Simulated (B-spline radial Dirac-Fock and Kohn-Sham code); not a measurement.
**Pb¹⁸⁺: M5-N45N45 lines in intermediate coupling**

System: lead as Pb¹⁸⁺, configuration 1s2 2s2 2p6 3s2 3p6 3d10 4s2 4p6 4d10 4f14 5s2 5p2.

The run's input, task.json:

```json
{"items": [{
  "Z": 82,
  "q": 18,
  "cfg": [[1, 0, 2], [2, 0, 2], [2, 1, 6], [3, 0, 2], [3, 1, 6], [3, 2, 10], [4, 0, 2], [4, 1, 6], [4, 2, 10], [4, 3, 14], [5, 0, 2], [5, 1, 2]],
  "A": 208,
  "rrms": 5.5012,
  "do": ["binding", "quiet", "double"]
}]}
```

Run with: `python xray_run.py task.json out`

Model: ΔSCF Dirac-Fock with Breit, self-energy and vacuum polarisation, finite nucleus, configuration average. Program: a B-spline atomic structure program. The two-hole levels come from diagonalising the Coulomb interaction among the jj configurations; intensities are independent-particle Coulomb rates. Kinetic energies are from the vacuum level. Correlation and solid-state effects are left out. Open outer shells are spectators and are not coupled to the holes.

| kinetic energy (eV) | J | leading jj holes (weight) | leading LS term (weight) | intensity (%) |
| --- | --- | --- | --- | --- |
| 1160.8 | 0 | N4N4 (0.98) | ¹S0 (0.55) | 0.4 |
| 1171.1 | 2 | N4N4 (0.99) | ³F2 (0.57) | 0.7 |
| 1189.7 | 4 | N4N5 (0.99) | ¹G4 (0.88) | 21.8 |
| 1190.6 | 1 | N4N5 (1.00) | ³P1 (1.00) | 6.3 |
| 1192.4 | 2 | N4N5 (0.99) | ³P2 (0.51) | 9.7 |
| 1196.3 | 3 | N4N5 (1.00) | ³F3 (1.00) | 10.3 |
| 1206.6 | 0 | N5N5 (0.98) | ³P0 (0.55) | 5.4 |
| 1214.5 | 2 | N5N5 (1.00) | ¹D2 (0.49) | 19.0 |
| 1218.2 | 4 | N5N5 (0.99) | ³F4 (0.88) | 26.5 |

The strongest line, by its leading LS label ³F4, lies at 1218.2 eV. The mean weight of the leading component is 0.99 in jj and 0.71 in LS coupling, so jj labels describe these levels better.

Values without a named source are computed, but for edge energies of neutral atoms, which are taken from tables.
